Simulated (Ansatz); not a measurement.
Wavefunction ladder for CH$_{5}$AlSSi

```csv
atom,x (Å),y (Å),z (Å)
Al1,-0.3608,-0.8782,-1.3175
C2,0.7223,0.4169,-0.3205
Si3,-0.1338,0.8380,1.2257
S4,0.6180,-1.1276,0.8928
H5,0.3637,-1.8519,-2.3340
H6,-1.9319,-0.6856,-1.2162
H7,1.7536,0.7190,-0.4785
H8,0.5687,1.5591,2.3083
H9,-1.5999,1.0103,1.2400
```

The species carries charge 0 and has multiplicity 1. The bonds changed during the relaxation, so this is another structure than the one it started from. The geometry is a stationary point of PBE0-D4/def2-TZVP. Frozen core, restricted reference, Ansatz 0.2.0. CBS rows extrapolate triple and quadruple zeta; past MP2 they add the triple-zeta difference.

```
     basis     HF (Eh)  MP2 corr.  CCSD corr.       (T)  CCSD(T) total
  def2-SVP  -968.82151   -0.42971    -0.47976  -0.01745     -969.31872
def2-TZVPP  -969.19479   -0.54774    -0.59457  -0.02886     -969.81822
def2-QZVPP  -969.22369   -0.58927           –         –              –
 CBS(def2)  -969.22767   -0.62003    -0.66686     as TZ     -969.92339
```
